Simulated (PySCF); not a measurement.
PySCF 2.14 output of an unrestricted r2SCAN calculation on a single atom or ion in aug-cc-pwCVTZ-PP with ECP60MDF, with a scalar-relativistic core potential:

```
SCF conv_tol = 1e-09
number electrons alpha = 10  beta = 6
    J. W. Furness, A. D. Kaplan, J. Ning, J. P. Perdew, and J. Sun.,  J. Phys. Chem. Lett. 11, 8208-8215 (2020)
    J. W. Furness, A. D. Kaplan, J. Ning, J. P. Perdew, and J. Sun.,  J. Phys. Chem. Lett. 11, 9248-9248 (2020)
    J. W. Furness, A. D. Kaplan, J. Ning, J. P. Perdew, and J. Sun.,  J. Phys. Chem. Lett. 11, 8208-8215 (2020)
    J. W. Furness, A. D. Kaplan, J. Ning, J. P. Perdew, and J. Sun.,  J. Phys. Chem. Lett. 11, 9248-9248 (2020)
cycle= 1 E= -118.29887792301  delta_E= -0.00884  |g|= 0.0123  |ddm|= 0.163
cycle= 2 E= -118.298938561615  delta_E= -6.06e-05  |g|= 0.00246  |ddm|= 0.0208
cycle= 3 E= -118.298939845687  delta_E= -1.28e-06  |g|= 0.00142  |ddm|= 0.00371
cycle= 4 E= -118.29894036182  delta_E= -5.16e-07  |g|= 8.26e-05  |ddm|= 0.000674
cycle= 5 E= -118.298940363865  delta_E= -2.05e-09  |g|= 6.23e-06  |ddm|= 8.25e-05
cycle= 6 E= -118.298940363878  delta_E= -1.25e-11  |g|= 1.36e-07  |ddm|= 5.75e-06
converged SCF energy = -118.298940363878  <S^2> = 6.002039  2S+1 = 5.0008155
```

The run itself started from symmetry-adapted Hartree-Fock orbitals and held the occupation by maximum overlap, on a logarithmic radial grid, so the iterations belong to that start.

Which element, charge and spin multiplicity is this?

Pt²⁺ (platinum, charge +2), multiplicity 5; the state was [Xe] 4f14 5d7 6s1, high-spin 5F determinant (an excited configuration).

Energies and moments cover only the electrons outside the core potential. Spin-orbit coupling, absent here, splits the open shell strongly.
